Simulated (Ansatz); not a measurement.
Ansatz (a program for electronic structure) input (B3LYP-D3(BJ)/def2-TZVP):

Ansatz 0.2 input:
```yaml
crystal:
  periodic: [false, false, false]
  atoms:
    - {symbol: Zn, position_ang: [-0.16805243, 0.59616995, -0.08592024]}
    - {symbol: O, position_ang: [1.09995770, -0.82005192, -0.68158965]}
    - {symbol: H, position_ang: [1.75864739, -1.09174877, -0.02564343]}
    - {symbol: O, position_ang: [-0.67811345, -1.10551258, 0.81545117]}
    - {symbol: H, position_ang: [-0.09182857, -1.38883368, 1.53235836]}
basis:
  gaussian:
    orbitals: def2-TZVP
hamiltonian:
  xc: b3lyp
  dispersion: d3bj
magnetization: {spin_polarized: true, initial_magnetization: 2}
phonons: {temperatures: {t_min: 298.15, t_max: 298.15, t_step: 100}}
```

Output:

```
Functional definition: B3LYP
integrals: 0.05 GiB planned
915 factors; their error is unknown
mean field: 0.58 GiB planned
mean field evaluation 1: about -52529.9409 eV, gradient 7.6e1 eV
mean field evaluation 2: about -52376.2191 eV, gradient 2.0e2 eV
mean field evaluation 4: about -52545.4440 eV, gradient 2.5e1 eV
mean field evaluation 8: about -52547.1835 eV, gradient 2.7e-1 eV
mean field evaluation 16: about -52547.2583 eV, gradient 3.0e-3 eV
mean field -52547.25833439 eV, -1931.0761259777 hartree, gradient 7.8e-6 eV, S^2 2.010134; 2 other end points of the search recorded, 0 dependent functions left out
the calculation of the forces begins
reference -52547.25853998 eV, -1931.0761335332 hartree; 25, 23 occupied and 97, 99 virtual orbitals, 915 factors
these checks for a lower state are left out or cut short: stability, starts, cluster_reference, orbital_swaps, neighbouring_geometries, increment
integrals: 0.05 GiB planned
915 factors; their error is unknown
mean field: 0.58 GiB planned
mean field evaluation 32: about -52547.2583 eV, gradient 4.4e-5 eV
mean field -52547.25832120 eV, -1931.0761254930 hartree, gradient 1.9e-6 eV, S^2 2.010132; 0 other end points of the search recorded, 0 dependent functions left out
the calculation of the forces begins
reference -52547.25852678 eV, -1931.0761330481 hartree; 25, 23 occupied and 97, 99 virtual orbitals, 915 factors
these checks for a lower state are left out or cut short: stability, starts, cluster_reference, orbital_swaps, neighbouring_geometries, increment
integrals: 0.05 GiB planned
915 factors; their error is unknown
mean field: 0.58 GiB planned
mean field -52547.25833927 eV, -1931.0761261573 hartree, gradient 1.9e-6 eV, S^2 2.010136; 0 other end points of the search recorded, 0 dependent functions left out
the calculation of the forces begins
reference -52547.25854487 eV, -1931.0761337130 hartree; 25, 23 occupied and 97, 99 virtual orbitals, 915 factors
these checks for a lower state are left out or cut short: stability, starts, cluster_reference, orbital_swaps, neighbouring_geometries, increment
integrals: 0.05 GiB planned
915 factors; their error is unknown
mean field: 0.58 GiB planned
mean field -52547.25830346 eV, -1931.0761248413 hartree, gradient 2.4e-6 eV, S^2 2.010123; 0 other end points of the search recorded, 0 dependent functions left out
the calculation of the forces begins
reference -52547.25850903 eV, -1931.0761323958 hartree; 25, 23 occupied and 97, 99 virtual orbitals, 915 factors
these checks for a lower state are left out or cut short: stability, starts, cluster_reference, orbital_swaps, neighbouring_geometries, increment
integrals: 0.05 GiB planned
915 factors; their error is unknown
mean field: 0.58 GiB planned
mean field -52547.25832211 eV, -1931.0761255264 hartree, gradient 2.0e-6 eV, S^2 2.010145; 0 other end points of the search recorded, 0 dependent functions left out
the calculation of the forces begins
reference -52547.25852773 eV, -1931.0761330829 hartree; 25, 23 occupied and 97, 99 virtual orbitals, 915 factors
these checks for a lower state are left out or cut short: stability, starts, cluster_reference, orbital_swaps, neighbouring_geometries, increment
integrals: 0.05 GiB planned
915 factors; their error is unknown
mean field: 0.58 GiB planned
mean field -52547.25825689 eV, -1931.0761231297 hartree, gradient 2.7e-6 eV, S^2 2.010149; 0 other end points of the search recorded, 0 dependent functions left out
the calculation of the forces begins
reference -52547.25846250 eV, -1931.0761306860 hartree; 25, 23 occupied and 97, 99 virtual orbitals, 915 factors
these checks for a lower state are left out or cut short: stability, starts, cluster_reference, orbital_swaps, neighbouring_geometries, increment
integrals: 0.05 GiB planned
915 factors; their error is unknown
mean field: 0.58 GiB planned
mean field evaluation 64: about -52547.2582 eV, gradient 5.0e-4 eV
mean field -52547.25824280 eV, -1931.0761226120 hartree, gradient 1.1e-6 eV, S^2 2.010119; 0 other end points of the search recorded, 0 dependent functions left out
the calculation of the forces begins
reference -52547.25844837 eV, -1931.0761301665 hartree; 25, 23 occupied and 97, 99 virtual orbitals, 915 factors
these checks for a lower state are left out or cut short: stability, starts, cluster_reference, orbital_swaps, neighbouring_geometries, increment
integrals: 0.05 GiB planned
915 factors; their error is unknown
mean field: 0.58 GiB planned
mean field -52547.25831143 eV, -1931.0761251340 hartree, gradient 2.3e-6 eV, S^2 2.010130; 0 other end points of the search recorded, 0 dependent functions left out
the calculation of the forces begins
reference -52547.25851700 eV, -1931.0761326887 hartree; 25, 23 occupied and 97, 99 virtual orbitals, 915 factors
these checks for a lower state are left out or cut short: stability, starts, cluster_reference, orbital_swaps, neighbouring_geometries, increment
integrals: 0.05 GiB planned
915 factors; their error is unknown
mean field: 0.58 GiB planned
mean field -52547.25830948 eV, -1931.0761250625 hartree, gradient 1.6e-6 eV, S^2 2.010138; 0 other end points of the search recorded, 0 dependent functions left out
the calculation of the forces begins
reference -52547.25851510 eV, -1931.0761326187 hartree; 25, 23 occupied and 97, 99 virtual orbitals, 915 factors
these checks for a lower state are left out or cut short: stability, starts, cluster_reference, orbital_swaps, neighbouring_geometries, increment
integrals: 0.05 GiB planned
915 factors; their error is unknown
mean field: 0.58 GiB planned
mean field -52547.25825087 eV, -1931.0761229087 hartree, gradient 1.7e-6 eV, S^2 2.010114; 0 other end points of the search recorded, 0 dependent functions left out
the calculation of the forces begins
reference -52547.25845647 eV, -1931.0761304641 hartree; 25, 23 occupied and 97, 99 virtual orbitals, 915 factors
these checks for a lower state are left out or cut short: stability, starts, cluster_reference, orbital_swaps, neighbouring_geometries, increment
integrals: 0.05 GiB planned
915 factors; their error is unknown
mean field: 0.58 GiB planned
mean field -52547.25826308 eV, -1931.0761233573 hartree, gradient 1.9e-6 eV, S^2 2.010154; 0 other end points of the search recorded, 0 dependent functions left out
the calculation of the forces begins
reference -52547.25846868 eV, -1931.0761309128 hartree; 25, 23 occupied and 97, 99 virtual orbitals, 915 factors
these checks for a lower state are left out or cut short: stability, starts, cluster_reference, orbital_swaps, neighbouring_geometries, increment
integrals: 0.05 GiB planned
915 factors; their error is unknown
mean field: 0.58 GiB planned
mean field evaluation 96: about -52547.2583 eV, gradient 1.8e-6 eV
mean field -52547.25827497 eV, -1931.0761237944 hartree, gradient 1.8e-6 eV, S^2 2.010139; 0 other end points of the search recorded, 0 dependent functions left out
the calculation of the forces begins
reference -52547.25848058 eV, -1931.0761313501 hartree; 25, 23 occupied and 97, 99 virtual orbitals, 915 factors
these checks for a lower state are left out or cut short: stability, starts, cluster_reference, orbital_swaps, neighbouring_geometries, increment
integrals: 0.05 GiB planned
915 factors; their error is unknown
mean field: 0.58 GiB planned
mean field -52547.25824787 eV, -1931.0761227983 hartree, gradient 1.5e-6 eV, S^2 2.010130; 0 other end points of the search recorded, 0 dependent functions left out
the calculation of the forces begins
reference -52547.25845345 eV, -1931.0761303534 hartree; 25, 23 occupied and 97, 99 virtual orbitals, 915 factors
these checks for a lower state are left out or cut short: stability, starts, cluster_reference, orbital_swaps, neighbouring_geometries, increment
integrals: 0.05 GiB planned
915 factors; their error is unknown
mean field: 0.58 GiB planned
mean field -52547.25831559 eV, -1931.0761252869 hartree, gradient 1.9e-6 eV, S^2 2.010133; 0 other end points of the search recorded, 0 dependent functions left out
the calculation of the forces begins
reference -52547.25852119 eV, -1931.0761328426 hartree; 25, 23 occupied and 97, 99 virtual orbitals, 915 factors
these checks for a lower state are left out or cut short: stability, starts, cluster_reference, orbital_swaps, neighbouring_geometries, increment
integrals: 0.05 GiB planned
915 factors; their error is unknown
mean field: 0.58 GiB planned
mean field -52547.25832514 eV, -1931.0761256379 hartree, gradient 1.6e-6 eV, S^2 2.010135; 0 other end points of the search recorded, 0 dependent functions left out
the calculation of the forces begins
reference -52547.25853073 eV, -1931.0761331931 hartree; 25, 23 occupied and 97, 99 virtual orbitals, 915 factors
these checks for a lower state are left out or cut short: stability, starts, cluster_reference, orbital_swaps, neighbouring_geometries, increment
integrals: 0.05 GiB planned
915 factors; their error is unknown
mean field: 0.58 GiB planned
mean field -52547.25825681 eV, -1931.0761231269 hartree, gradient 1.9e-6 eV, S^2 2.010139; 0 other end points of the search recorded, 0 dependent functions left out
the calculation of the forces begins
reference -52547.25846239 eV, -1931.0761306816 hartree; 25, 23 occupied and 97, 99 virtual orbitals, 915 factors
these checks for a lower state are left out or cut short: stability, starts, cluster_reference, orbital_swaps, neighbouring_geometries, increment
integrals: 0.05 GiB planned
915 factors; their error is unknown
mean field: 0.58 GiB planned
mean field -52547.25826743 eV, -1931.0761235172 hartree, gradient 2.8e-6 eV, S^2 2.010129; 0 other end points of the search recorded, 0 dependent functions left out
the calculation of the forces begins
reference -52547.25847304 eV, -1931.0761310733 hartree; 25, 23 occupied and 97, 99 virtual orbitals, 915 factors
Total energy: -52547.36911873 eV, -1931.0801972274 hartree
Atom 0 at    -0.168052     0.596170    -0.085920 Å, force     0.000232    -0.000613     0.000158 eV/Å
Atom 1 at     1.099958    -0.820052    -0.681590 Å, force    -0.000425    -0.000065     0.000860 eV/Å
Atom 2 at     1.758647    -1.091749    -0.025643 Å, force    -0.000569     0.000230    -0.000199 eV/Å
Atom 3 at    -0.678113    -1.105513     0.815451 Å, force     0.000912     0.000150    -0.000266 eV/Å
Atom 4 at    -0.091829    -1.388834     1.532358 Å, force    -0.000149     0.000298    -0.000553 eV/Å
Dipole moment:     0.308829     0.129280     0.391455 e Å
Vibrations: 174.30 208.02 308.05 329.27 455.38 613.33 664.40 3755.40 3766.13 cm⁻¹, zero-point energy 0.636925 eV
```

The spin state was set by rule; other spins were not relaxed.
